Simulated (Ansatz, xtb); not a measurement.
# Relaxing a trial structure of FH3NOSi

The starting geometry of this gas-phase doublet was built from a drawn formula by distance geometry and a force field; its bonds are those of `[O-][NH2+][SiH]F`.

```tsv
atom	x (Å)	y (Å)	z (Å)
F	1.4115	0.5313	-0.0522
N	-0.7808	0.3682	1.4183
O	-2.1023	0.6729	1.4099
Si	0.1391	1.3558	0.3133
H	-0.3401	0.5243	2.3372
H	-0.5380	-0.6144	1.1819
H	0.5458	2.5800	1.0212
```

Q: Predict what becomes of its bonds when it is optimised with r2SCAN-D4/def2-SVP.

A: It rearranges to `NO[SiH]F`. Contacts that open: N2–Si4 (1.74 → 2.49 Å). Contacts that close: O3–Si4 (2.59 → 1.68 Å).

The energy falls by 2.18 eV over 18 steps:

| step | E − E(last) (eV) |
| --- | --- |
| 1 | 2.181 |
| 3 | 1.408 |
| 5 | 0.611 |
| 7 | 0.483 |
| 9 | 0.188 |
| 10 | 0.114 |
| 12 | 0.017 |
| 14 | 0.000 |
| 16 | 0.000 |
| 18 | 0.000 |

Final geometry (Å):

```xyz
7

F     1.0780    0.7932   -0.6079
N    -0.4917    0.0955    1.8883
O    -1.2048    0.8086    0.8320
Si   -0.0325    1.7570    0.0907
H    -1.0897    0.2367    2.7077
H    -0.6121   -0.8897    1.6342
H     0.6881    2.6168    1.0844
```

From the same start GFN2-xTB reaches the same bonding as this run.

No frequencies were run, so the end isn't proven a minimum. Open shells are spin-unrestricted. Run with Ansatz 0.2.0, 4.7 min on 1 thread of AMD EPYC (Zen 3), on a shared host.
